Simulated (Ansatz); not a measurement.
CH$_{6}$BCl$_{2}$P, SMILES `C[B-]([PH3+])(Cl)Cl`, relaxed with RKS PBE-D4/def2-SVP in Ansatz 0.2.0 from a rough embedded geometry. The force threshold is 0.03 eV/Å; the program also tests the step.

Charge 0, multiplicity 1.

Start:

```xyz
11

C     0.627    0.337    1.211
B     0.558   -0.327   -0.214
P    -1.120    0.061   -0.934
Cl    1.821    0.333   -1.372
Cl    0.785   -2.164   -0.121
H    -0.094   -0.119    1.919
H     1.661    0.080    1.659
H     0.536    1.386    1.161
H    -2.177   -0.508   -0.080
H    -1.268   -0.526   -2.212
H    -1.330    1.447   -1.018
```

| step | energy (eV) | largest force (eV/Å) | largest move (Å) |
| --- | --- | --- | --- |
| 1 | -36117.8796 | 2.699 | 0.000 |
| 2 | -36118.2857 | 0.909 | 0.127 |
| 3 | -36118.3455 | 0.369 | 0.096 |
| 4 (rejected) | -36118.3177 | 0.627 | 0.104 |
| 5 | -36118.3620 | 0.040 | 0.051 |
| 6 | -36118.3631 | 0.028 | 0.024 |

End:

```xyz
11

C     0.755    0.318    1.320
B     0.672   -0.347   -0.128
P    -1.149    0.025   -0.954
Cl    1.787    0.408   -1.409
Cl    0.681   -2.205   -0.146
H     0.005   -0.092    2.028
H     1.757    0.096    1.744
H     0.653    1.423    1.294
H    -2.318   -0.473   -0.299
H    -1.306   -0.534   -2.255
H    -1.537    1.381   -1.193
```

Run time 8 s (4 threads of a server CPU on a shared host); peak host memory 0.16 GiB.
